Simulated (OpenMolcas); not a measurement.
Computed levels of 4f⁶ in ions with 60 electrons, in cm-1 above ⁷F₀.

```json
{
 "Program": "OpenMolcas 26.06",
 "Method": "RASSCF",
 "Basis": "ANO-RCC-VTZP",
 "Scalar Hamiltonian": "DKH2, point nucleus",
 "Spin-orbit coupling": "RASSI with atomic mean-field integrals over the reference wave functions, term energies averaged over their components"
}
```

Active space for each ion: 6 electrons in 14 orbitals (RAS2 4f; RAS3 5f, at most 2 electrons).

```json
{"Level": "⁷F₁", "Sm2+": "296", "Gd4+": "482"}
{"Level": "⁷F₂", "Sm2+": "852", "Gd4+": "1390"}
{"Level": "⁷F₃", "Sm2+": "1608", "Gd4+": "2632"}
{"Level": "⁷F₄", "Sm2+": "2486", "Gd4+": "4110"}
{"Level": "⁷F₅", "Sm2+": "3410", "Gd4+": "5750"}
{"Level": "⁷F₆", "Sm2+": "4310", "Gd4+": "7512"}
{"Level": "⁵D₀", "Sm2+": "19360", "Gd4+": "24665"}
```

Question: Estimate ⁷F₆, ⁵D₀ for Eu3+ from its neighbours Sm2+ and Gd4+.

Answer: ⁷F₆ is fine structure, which grows about as the fourth power of a screened charge, so the fourth roots are averaged: ((4310^0.25 + 7512^0.25) / 2)^4 = 5745. The calculation gives 5411, so the estimate is off by +6.2 %.
⁵D₀ is another term, which grows about linearly with the charge: (19360 + 24665) / 2 = 22012. The calculation gives 22027, so the estimate is off by -0.1 %.

High states are left out of the spin-orbit mixing, which shifts the levels that they would mix with. Without dynamic correlation excited terms often stand tens of per cent too high (terms of higher spin than the ground term too low), and those without a measured partner can miss by more than the paired ones. Terms from blocks run as CI alone lack orbitals of their own. Active for correlation alone: 5f; no level in the range computed is led by a configuration that fills it, so any true level of that kind is missing. Only configurations of the active space appear.
